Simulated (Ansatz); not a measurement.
C₂H₇In, SMILES `C[CH2][InH2]`, relaxed with RKS PBE0-D4/def2-TZVP in Ansatz from a GFN2-xTB geometry. The force threshold is 0.005 eV/Å; the program also tests the step.

Charge 0, multiplicity 1. In: def2 effective core potential.

Start:

```xyz
10

C     0.898   -1.056   -0.027
C    -0.473   -0.489   -0.390
In   -0.707    1.625    0.328
H     0.990   -2.087   -0.375
H     1.050   -1.048    1.054
H     1.696   -0.470   -0.488
H    -1.263   -1.095    0.064
H    -0.612   -0.499   -1.475
H    -0.333    3.045   -0.623
H    -1.244    2.074    1.933
```

(1) By how much does the energy fall, and how many steps does the optimiser take? (Best estimate.)

(2) Which bonds change most? (Estimate.)

(3) Give the relaxed structure. (Best estimate.)

Answers

(1) Ansatz gave: 8.74 kJ/mol, in 30 steps, 2 of them rejected.

(2) The calculation gave: C2–In3 from 2.244 to 2.165 Å; In3–H9 from 1.750 to 1.732 Å; In3–H10 from 1.751 to 1.734 Å; C1–C2 from 1.528 to 1.522 Å.

(3) Computed: 
```xyz
10

C     0.750   -1.145    0.174
C    -0.294   -0.314   -0.559
In   -0.661    1.656    0.263
H     0.888   -2.127   -0.291
H     0.472   -1.319    1.217
H     1.726   -0.653    0.187
H    -1.260   -0.830   -0.584
H    -0.016   -0.170   -1.608
H    -1.821    2.719   -0.462
H     0.215    2.183    1.663
```
